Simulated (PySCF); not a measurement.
PySCF input file for B(F)2(OEt) (C2H5BF2O), SMILES CCOB(F)F, TDA-PBE/def2-SVPD. Geometry optimised at TPSSh-D3(BJ)/def2-SVP. The values are those of a single conformer.

```python
import numpy as np
from pyscf import gto, scf, dft, tdscf

mol = gto.M(
    atom='''
    B     0.59644369   -0.16979810    0.74733537
    F    -0.18361799   -1.20745638    1.06163324
    F     1.81063187   -0.12055542    1.27963099
    O     0.19235273    0.81066667   -0.07616295
    C    -1.09755242    0.77695737   -0.70207780
    C    -1.04417236    0.00900140   -2.01142080
    H    -1.83328349    0.33047630   -0.01374222
    H    -1.37783575    1.82662650   -0.87276781
    H    -0.79598834   -1.04877578   -1.83281941
    H    -2.02159676    0.05167450   -2.51688931
    H    -0.28511215    0.44000905   -2.68154078
    ''',
    basis='def2-SVPD',
    charge=0,
    spin=0,
    max_memory=1600,
    verbose=4,
)
mf = dft.RKS(mol, xc='pbe').density_fit(auxbasis='def2-universal-jkfit')
mf.grids.level = 3
mf.conv_tol = 1e-9
mf.max_cycle = 100
mf.kernel()
mf.grids = dft.Grids(mol).set(level=1).build(with_non0tab=True)  # coarser grid for the response kernel
td = tdscf.TDA(mf)
td.singlet = True
td.nstates = 10
td.conv_tol = 1e-4
td.positive_eig_threshold = 1e-6
td.kernel(x0=td.get_init_guess(mf, 15))
td.analyze()
tt = tdscf.TDA(mf)
tt.singlet = False
tt.nstates = 4
tt.conv_tol = 1e-4
tt.positive_eig_threshold = 1e-6
tt.kernel(x0=tt.get_init_guess(mf, 9))
tt.analyze(verbose=3)
```

Output:

```
PySCF version 2.14.0

[INPUT] verbose = 4
[INPUT] num. atoms = 11
[INPUT] num. electrons = 48
[INPUT] charge = 0
[INPUT] spin (= nelec alpha-beta = 2S) = 0
[INPUT] symmetry False subgroup None
[INPUT] Mole.unit = angstrom
[INPUT] Symbol           X                Y                Z      unit          X                Y                Z       unit  Magmom
[INPUT]  1 B      0.596443690000  -0.169798100000   0.747335370000 AA    1.127115222825  -0.320871905472   1.412259172500 Bohr   0.0
[INPUT]  2 F     -0.183617990000  -1.207456380000   1.061633240000 AA   -0.346987712643  -2.281761865559   2.006196068335 Bohr   0.0
[INPUT]  3 F      1.810631870000  -0.120555420000   1.279630990000 AA    3.421598346709  -0.227816726632   2.418152111606 Bohr   0.0
[INPUT]  4 O      0.192352730000   0.810666670000  -0.076162950000 AA    0.363493979012   1.531937984613  -0.143927116339 Bohr   0.0
[INPUT]  5 C     -1.097552420000   0.776957370000  -0.702077800000 AA   -2.074073481154   1.468236639762  -1.326734760137 Bohr   0.0
[INPUT]  6 C     -1.044172360000   0.009001400000  -2.011420800000 AA   -1.973199787241   0.017010180738  -3.801034433254 Bohr   0.0
[INPUT]  7 H     -1.833283490000   0.330476300000  -0.013742220000 AA   -3.464403704787   0.624509697660  -0.025969032144 Bohr   0.0
[INPUT]  8 H     -1.377835750000   1.826626500000  -0.872767810000 AA   -2.603732212135   3.451823816873  -1.649292131236 Bohr   0.0
[INPUT]  9 H     -0.795988340000  -1.048775780000  -1.832819410000 AA   -1.504199960947  -1.981898990277  -3.463526720687 Bohr   0.0
[INPUT] 10 H     -2.021596760000   0.051674500000  -2.516889310000 AA   -3.820264210708   0.097650652624  -4.756231481746 Bohr   0.0
[INPUT] 11 H     -0.285112150000   0.440009050000  -2.681540780000 AA   -0.538783878286   0.831496596830  -5.067377666053 Bohr   0.0

nuclear repulsion = 237.379073291779
number of shells = 71
number of NR pGTOs = 239
number of NR cGTOs = 169
basis = def2-SVPD
ecp = {}


[settings echo left out]
init E= -378.867975577432
  HOMO = -0.368754320251808  LUMO = -0.0375624135202113  gap/eV = 9.01219
cycle= 1 E= -378.343096830937  delta_E= 0.525  |g|= 0.84  |ddm|= 4.54
  HOMO = -0.166841797269681  LUMO = 0.000773558798858431  gap/eV = 4.56105
cycle= 2 E= -377.990144239106  delta_E= 0.353  |g|= 1.61  |ddm|= 2.16
  HOMO = -0.297014976521108  LUMO = -0.0121113151870738  gap/eV = 7.75262
cycle= 3 E= -378.467437295953  delta_E= -0.477  |g|= 0.206  |ddm|= 1.41
  HOMO = -0.286369788427382  LUMO = -0.0138098620734874  gap/eV = 7.41673
cycle= 4 E= -378.475101187479  delta_E= -0.00766  |g|= 0.0661  |ddm|= 0.214
  HOMO = -0.289739192375327  LUMO = -0.014585093807451  gap/eV = 7.48732
cycle= 5 E= -378.475781331869  delta_E= -0.00068  |g|= 0.0174  |ddm|= 0.0642
  HOMO = -0.288257131210183  LUMO = -0.0142908152797507  gap/eV = 7.45500
cycle= 6 E= -378.475835415224  delta_E= -5.41e-05  |g|= 0.00602  |ddm|= 0.0239
  HOMO = -0.28848875460407  LUMO = -0.0143116930219862  gap/eV = 7.46074
cycle= 7 E= -378.475843805555  delta_E= -8.39e-06  |g|= 0.00102  |ddm|= 0.00721
  HOMO = -0.28857889911927  LUMO = -0.014337605342766  gap/eV = 7.46249
cycle= 8 E= -378.475844006026  delta_E= -2e-07  |g|= 0.000279  |ddm|= 0.00143
  HOMO = -0.288595269531275  LUMO = -0.0143367921028026  gap/eV = 7.46295
cycle= 9 E= -378.475844020817  delta_E= -1.48e-08  |g|= 0.000124  |ddm|= 0.00042
  HOMO = -0.288593802524342  LUMO = -0.0143364344386652  gap/eV = 7.46292
cycle= 10 E= -378.475844023585  delta_E= -2.77e-09  |g|= 2.85e-05  |ddm|= 0.000125
  HOMO = -0.288594196767007  LUMO = -0.0143370481944882  gap/eV = 7.46292
cycle= 11 E= -378.475844023605  delta_E= -2.02e-11  |g|= 2.56e-05  |ddm|= 5.52e-05
  HOMO = -0.288594361737748  LUMO = -0.0143371461363158  gap/eV = 7.46292
Extra cycle  E= -378.475844023326  delta_E= 2.79e-10  |g|= 4.7e-05  |ddm|= 6.77e-05
converged SCF energy = -378.475844023326
tot grids = 43680
Overwritten attributes  positive_eig_threshold  of <class 'pyscf.tdscf.rks.TDA'>


******** <class 'pyscf.tdscf.rks.TDA'> for <class 'pyscf.df.df_jk.DFRKS'> ********
nstates = 10 singlet
deg_eia_thresh = 1.000e-03
wfnsym = None
conv_tol = 0.0001
eigh lindep = 1e-12
eigh level_shift = 0
eigh max_cycle = 100


Excitation energies (eV)
[7.50967718 7.71819504 8.29247985 8.35264448 8.51234183 8.62881778
 8.92246968 8.97307497 9.00750429 9.10826604]

** Singlet excitation energies and oscillator strengths **
Excited State   1:      7.50968 eV    165.10 nm  f=0.0120
      24 -> 25       -0.70564
Excited State   2:      7.71820 eV    160.64 nm  f=0.0018
      23 -> 25        0.70639
Excited State   3:      8.29248 eV    149.51 nm  f=0.0537
      24 -> 26        0.25909
      24 -> 27       -0.65410
Excited State   4:      8.35264 eV    148.44 nm  f=0.0081
      23 -> 26        0.70073
Excited State   5:      8.51234 eV    145.65 nm  f=0.0010
      23 -> 27       -0.69680
Excited State   6:      8.62882 eV    143.69 nm  f=0.0441
      24 -> 26        0.44686
      24 -> 27        0.20399
      24 -> 28        0.47741
Excited State   7:      8.92247 eV    138.96 nm  f=0.0297
      22 -> 25        0.11354
      23 -> 28        0.12917
      24 -> 26       -0.32200
      24 -> 27       -0.10278
      24 -> 28        0.45683
      24 -> 29        0.34246
Excited State   8:      8.97307 eV    138.17 nm  f=0.0029
      22 -> 25       -0.69365
Excited State   9:      9.00750 eV    137.65 nm  f=0.0298
      23 -> 28       -0.68908
Excited State  10:      9.10827 eV    136.12 nm  f=0.0619
      21 -> 25        0.17611
      24 -> 26       -0.22648
      24 -> 28        0.19162
      24 -> 29       -0.59073

** Transition electric dipole moments (AU) **
state          X           Y           Z        Dip. S.      Osc.
  1        -0.1329     -0.0613     -0.2088      0.0650      0.0120
  2         0.0200      0.0942      0.0167      0.0096      0.0018
  3         0.3673     -0.1657      0.3192      0.2642      0.0537
  4        -0.0688     -0.1735      0.0692      0.0396      0.0081
  5        -0.0037     -0.0282     -0.0614      0.0046      0.0010
  6         0.3316     -0.3056     -0.0733      0.2087      0.0441
  7        -0.2189     -0.0531     -0.2916      0.1358      0.0297
  8        -0.0839     -0.0076     -0.0773      0.0131      0.0029
  9        -0.0177      0.2920     -0.2222      0.1350      0.0298
 10         0.0204      0.1526     -0.5038      0.2775      0.0619

** Transition velocity dipole moments (imaginary part, AU) **
state          X           Y           Z        Dip. S.      Osc.
  1        -0.0357     -0.0055     -0.0368      0.0027      0.0064
  2         0.0107      0.0327     -0.0005      0.0012      0.0028
  3         0.0872     -0.0302      0.0806      0.0150      0.0329
  4        -0.0242     -0.0270      0.0333      0.0024      0.0053
  5         0.0014     -0.0215     -0.0131      0.0006      0.0014
  6         0.0760     -0.0520     -0.0432      0.0103      0.0217
  7        -0.0544     -0.0441     -0.0682      0.0096      0.0194
  8        -0.0152     -0.0055     -0.0219      0.0007      0.0015
  9         0.0000      0.0891     -0.0559      0.0111      0.0223
 10         0.0125     -0.0118     -0.1349      0.0185      0.0369

** Transition magnetic dipole moments (imaginary part, AU) **
state          X           Y           Z
  1         0.2803     -0.2127      0.0926
  2        -0.2419     -0.1714     -0.2900
  3         0.0132      0.0936      0.1976
  4         0.3306     -0.0791      0.0303
  5        -0.4683      0.2349     -0.1715
  6         0.0644      0.4595     -0.0029
  7         0.6551      0.1497     -0.5821
  8        -0.4111     -0.2296     -0.3037
  9        -0.0534      0.1713      0.2792
 10         0.1814      0.2297     -0.2478


******** <class 'pyscf.tdscf.rks.TDA'> for <class 'pyscf.df.df_jk.DFRKS'> ********
nstates = 4 triplet
deg_eia_thresh = 1.000e-03
wfnsym = None
conv_tol = 0.0001
eigh lindep = 1e-12
eigh level_shift = 0
eigh max_cycle = 100


Excitation energies (eV)
[7.36557805 7.58531407 7.62697762 8.11042186]

** Triplet excitation energies and oscillator strengths **
Excited State   1:      7.36558 eV    168.33 nm  f=0.0000
Excited State   2:      7.58531 eV    163.45 nm  f=0.0000
Excited State   3:      7.62698 eV    162.56 nm  f=0.0000
Excited State   4:      8.11042 eV    152.87 nm  f=0.0000
```

Self-consistency was reached.
